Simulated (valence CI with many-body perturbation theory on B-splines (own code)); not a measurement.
E1 line list for Ge²⁵⁺

Calculated by configuration interaction combined with many-body perturbation theory (CI+MBPT): five valence electrons over a frozen Dirac-Fock core [He], a basis of 11 s, 11 p, 10 d, 8 f, 5 g, 2 h functions for each j, with the one-electron correlation potential Σ1 (screened to all orders), the two-electron term Σ2, the three-electron term Σ3, Breit, model QED; selected single and double excitations, second order for the rest, scaled by the run's own slope (own B-spline code, finite nucleus).

No measured levels were compared; by estimate levels of excited configurations hold to 0.05 to 0.15 % of their energy, terms of the ground configuration to about 0.5 %. Among the levels kept, up to 5600 cm⁻¹ of a level comes from second order outside the variational space, and about a tenth of that is noise between levels of different J, which matters for small intervals.

Lines 201 to 250 of 600 in falling wavelength, among levels below 128.84 Ry, chosen from the strongest by gf and those to the six lowest levels. Wavelengths and rates use the calculated energies, so an error of 1000 cm⁻¹ moves a line at 98.09 Å by 0.098 % and its rate by three times that or more. Electric multipoles are in the length gauge with retardation, E1 and E2 with the static RPA response of the core. Weak lines are less certain than strong ones. Lines between different terms over intervals too small for the method are left out, as are lines whose strength nearly cancels. Where a level lies close to another of its J and parity, the split of strength between their lines is uncertain. The highest levels of a list are the least certain.

Names give the largest LS component (configuration and term), which can be under half, so a name can repeat, a term be missing and a line seem to break the LS rules; names also repeat where a configuration has a term twice. Letters in brackets count levels of one name in rising energy.

```
λ vac (Å)                  Upper                   Lower   A (s⁻¹)  log gf  Branch %
    98.09      2s 2p3 3s 4D°_5/2       2s2 2p2 3s 4P_3/2  2.20e+10   -0.72       0.6
    97.93   2s 2p3 3p 4D_3/2 [a]      2s2 2p2 3p 2S°_1/2  1.53e+10   -1.06       0.3
    97.44      2s 2p3 3s 4D°_7/2       2s2 2p2 3s 4P_5/2  1.38e+10   -0.80       0.3
    97.29       2s 2p3 3p 4F_7/2      2s2 2p2 3p 4D°_5/2  9.44e+09   -0.97      14.4
    97.10       2s 2p3 3p 4F_9/2      2s2 2p2 3p 4D°_7/2  8.25e+09   -0.93      34.7
    96.48   2s 2p3 3p 4D_7/2 [a]      2s2 2p2 3p 4P°_5/2  9.82e+09   -0.96       0.2
    92.45          2s 2p4 4P_5/2         2s2 2p3 4S°_3/2  1.65e+10   -0.90      79.2
    89.50          2p4 3s 2P_3/2   2s 2p3 3s 2D°_5/2 [a]  4.66e+10   -0.65       0.8
    87.11          2p4 3s 4P_5/2       2s 2p3 3s 4D°_7/2  3.89e+10   -0.58       4.1
    86.52      2s 2p3 3d 4G°_7/2   2s2 2p2 3d 4F_5/2 [a]  1.47e+10   -0.88       9.6
    86.30          2s 2p4 2P_3/2         2s2 2p3 2P°_3/2  1.17e+10   -1.28       5.8
    85.74  2s 2p3 3d 4F°_3/2 [a]       2s2 2p2 3d 4F_3/2  2.46e+10   -0.96       0.3
    85.14            2p5 2P°_3/2           2s 2p4 2D_5/2  5.19e+10   -0.65      31.3
    84.34      2s 2p3 3d 4G°_5/2       2s2 2p2 3d 4F_3/2  1.75e+10   -0.95       2.7
    83.86          2p4 3s 2P_3/2   2s 2p3 3s 2D°_3/2 [a]  2.90e+10   -0.91       0.5
    83.68   2s 2p3 3p 4D_5/2 [a]  2s2 2p2 3p 4D°_3/2 [a]  1.62e+10   -0.99       0.6
    83.07  2s 2p3 3d 2F°_7/2 [d]   2s2 2p2 3d 2F_7/2 [d]  4.17e+10   -0.46       0.1
    83.04   2s 2p3 3p 2F_5/2 [b]  2s2 2p2 3p 2D°_5/2 [b]  4.00e+10   -0.61       0.4
    82.98   2s 2p3 3p 4D_3/2 [b]  2s2 2p2 3p 4D°_3/2 [a]  3.11e+10   -0.89       0.6
    82.95      2s 2p3 3s 4D°_3/2       2s2 2p2 3s 4P_1/2  2.94e+10   -0.92       0.8
    82.83  2s 2p3 3d 4P°_5/2 [a]   2s2 2p2 3d 4F_5/2 [a]  1.79e+10   -0.96       0.0
    82.61  2s 2p3 3d 2G°_9/2 [b]       2s2 2p2 3d 2G_9/2  5.16e+10   -0.28      59.2
    82.57  2s 2p3 3d 2G°_7/2 [b]   2s2 2p2 3d 2F_7/2 [b]  2.71e+10   -0.65       0.1
    82.54       2s 2p3 3p 4F_3/2      2s2 2p2 3p 4D°_1/2  2.68e+10   -0.96       0.4
    81.71          2p4 3s 4P_5/2       2s 2p3 3s 4D°_5/2  2.45e+10   -0.83       2.6
    81.48   2s 2p3 3p 2F_7/2 [b]      2s2 2p2 3p 2F°_7/2  6.16e+10   -0.31       2.9
    81.35            2p5 2P°_1/2           2s 2p4 2P_3/2  8.74e+10   -0.76      45.1
    81.12   2s 2p3 3p 4P_5/2 [d]      2s2 2p2 3p 2F°_5/2  3.25e+10   -0.72       1.0
    81.06  2s 2p3 3d 4P°_3/2 [a]   2s2 2p2 3d 4F_5/2 [a]  3.28e+10   -0.89       0.1
    80.99   2s 2p3 3p 2D_5/2 [c]  2s2 2p2 3p 2P°_3/2 [c]  2.74e+10   -0.79       0.6
    80.95  2s 2p3 3s 2D°_5/2 [b]       2s2 2p2 3s 2D_5/2  7.23e+10   -0.37       1.0
    80.90  2s 2p3 3d 2P°_3/2 [c]   2s2 2p2 3d 2D_5/2 [b]  4.24e+10   -0.78       0.1
    80.90  2s 2p3 3d 2F°_7/2 [c]       2s2 2p2 3d 2G_9/2  1.15e+10   -1.04       1.9
    80.71  2s 2p3 3d 2F°_5/2 [c]   2s2 2p2 3d 2D_5/2 [b]  2.75e+10   -0.79       0.1
    80.68            2p5 2P°_3/2           2s 2p4 2D_3/2  3.77e+10   -0.83      22.7
    80.58  2s 2p3 3d 4F°_9/2 [b]       2s2 2p2 3d 4F_9/2  3.19e+10   -0.51      50.4
    80.48  2s 2p3 3s 2D°_3/2 [c]       2s2 2p2 3s 2D_3/2  4.79e+10   -0.73       0.8
    80.36  2s 2p3 3d 4P°_3/2 [c]       2s2 2p2 3d 4D_5/2  2.41e+10   -1.03       0.1
    80.32          2p4 3s 4P_5/2       2s 2p3 3s 4D°_3/2  1.52e+10   -1.05       1.6
    80.07          2s 2p4 4P_3/2         2s2 2p3 4S°_3/2  4.01e+10   -0.81      96.8
    80.02  2s 2p3 3d 2D°_5/2 [c]   2s2 2p2 3d 2D_5/2 [a]  2.17e+10   -0.90       0.1
    80.00   2s 2p3 3p 4D_7/2 [b]      2s2 2p2 3p 4D°_7/2  4.34e+10   -0.48       1.0
    79.91      2s 2p3 3s 4P°_1/2       2s2 2p2 3s 4P_3/2  5.11e+10   -1.01       1.3
    79.62  2s 2p3 3d 2F°_7/2 [c]   2s2 2p2 3d 2F_7/2 [c]  2.79e+10   -0.67       4.6
    79.60          2s 2p4 2D_5/2         2s2 2p3 2D°_5/2  5.11e+10   -0.54      86.4
    79.37   2s 2p3 3p 2D_3/2 [c]  2s2 2p2 3p 2D°_3/2 [b]  5.40e+10   -0.69       1.3
    79.13  2s 2p3 3d 4F°_7/2 [b]       2s2 2p2 3d 4F_7/2  2.22e+10   -0.78       0.8
    79.05   2s 2p3 3p 4D_5/2 [b]      2s2 2p2 3p 4D°_5/2  4.53e+10   -0.59       0.9
    79.04      2s 2p3 3s 4P°_5/2       2s2 2p2 3s 4P_5/2  4.69e+10   -0.58       1.2
    78.80   2s 2p3 3p 2D_5/2 [b]  2s2 2p2 3p 2D°_5/2 [b]  1.60e+10   -1.05       2.1
```

Q: How does gf follow from A for the line at 81.12 Å?

A: gf = 1.4992 × (2J+1)_upper × A / σ², with σ = 1232777 cm⁻¹ and 2J+1 = 6: gf = 0.192.
